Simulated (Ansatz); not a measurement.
`[CH3][GeH2][I]` + CH₃OH → `C[O][GeH2][I]` + CH₄ at 500 K and 1 bar (ligand exchange at a Ge–C bond).

Isolated molecules relaxed with PBE0-D4/def2-TZVP in Ansatz; ΔE leaves out vibrations. CCSD(T)/CBS adds triple-zeta CCSD(T) − MP2 to the extrapolated MP2 energy (def2 sets, frozen cores). This one scheme is used for every species. def2 core potentials past Kr. For Ge, I outer-core shells are correlated without core-valence functions, which leaves a few kJ/mol of doubt a bond. Scalar relativity is left out up to krypton. Each species was taken in one conformer, which may not be the lowest.

```
         species  CCSD(T)/CBS energy (Eh)  H − E (kJ/mol)  S (J/(mol·K))
`[CH3][GeH2][I]`              -2414.65603           176.1          381.9
           CH₃OH               -115.61712           157.0          265.4
 `C[O][GeH2][I]`              -2489.82326           195.4          427.8
             CH₄                -40.46206           135.6          206.8
```

H − E and S are ideal-gas, rigid-rotor, harmonic terms from PBE0-D4/def2-TZVP, for one conformer and one mirror image of each species. 1 Eh = 2625.50 kJ/mol, R = 8.31446 J/(mol·K).

Question: By hand: ΔE, ΔH, ΔS and ΔG.

Answer: ΔE = (-2489.82326) + (-40.46206) − (-2414.65603) − (-115.61712) = -0.01217 Eh = -32.0 kJ/mol. Δ(H − E) = 195.4 + 135.6 − 176.1 − 157.0 = -2.1, so ΔH = -34.1 kJ/mol. ΔS = 427.8 + 206.8 − 381.9 − 265.4 = -12.7 J/(mol·K). ΔG = -34.1 − 500 × (-12.7)/1000 = -27.8 kJ/mol.

Question: By hand: the equilibrium constant, and the temperature at which ΔG would vanish if ΔH and ΔS stayed fixed.

Answer: log₁₀ K = −ΔG/(RT ln 10) = 2.9. ΔG = 0 at ΔH/ΔS = 2685 K, far beyond where these terms or the molecules hold.

The number of gas molecules stays the same, so ΔS is small and ΔH decides. A doubt of 5 kJ/mol in ΔE shifts log₁₀ K by 0.5 here. Other conformers and mirror images would add mixing entropy, several J/(mol·K) or more a flexible species. Modes under 60 cm⁻¹, often nearly free rotors, make the harmonic entropy too high. These are equilibria of isolated gas molecules and say nothing of rates. Largest T1 diagnostic: 0.010 (customary marks: 0.02 for closed shells, 0.045 for open ones).
